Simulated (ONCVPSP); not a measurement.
## Building the ONCV potential for lithium (LDA (Perdew-Wang 92), scalar-relativistic).

* Element: lithium (Li)
* Generator: ONCVPSP 4.0.1
* Type: optimised norm-conserving Vanderbilt (ONCV)
* Functional: LDA (Perdew-Wang 92)
* Relativity: scalar-relativistic
* Frozen core: [He]
* Valence charge: 1
* Reference configuration: 2s1
* Partial waves: 2s: rc 2.80 bohr, ncon 4, nbas 7, qcut 2.8 1/bohr, 1 projector; p scattering state at 0.02 Ha: rc 2.55 bohr, ncon 5, nbas 9, qcut 3.2 1/bohr, 2 projectors, debl 4 Ha
* Local potential: polynomial inside 2.45 bohr (lpopt 5, dvloc0 6 Ha)
* Core correction: Teter function, fcfact 5, rcfact 1.45

Poles of the logarithmic derivatives, all-electron (AE) and pseudo (PS). s: poles at -1.9, 0.6, 3.3 (AE) and 0.6, 4.1 (PS) Ha. p: poles at 0.7, 3.2 (AE) and 0.7, 3.3 (PS) Ha. Test radii: s 2.84, p 2.60 bohr.

- Cutoffs needed: 2.1 Ha and 3.4 Ha (the cutoffs (Ha) at which the residual kinetic energy of the hardest occupied pseudo-wave falls to 1 and 0.1 mHa per electron) The cutoffs count occupied waves only; projector 2 of the p channel, the hardest unoccupied one, needs 43 Ha at the loose tolerance.
- Ghost test: no bound ghost flagged; no localised positive-energy state flagged
- Largest excitation error: -1.2 meV (all-electron minus pseudo) for 2s0.5, out of 2 test configurations
- rms error of d²Exc/dni dnj: 3.39 mHa without and 0.53 mHa with the model core
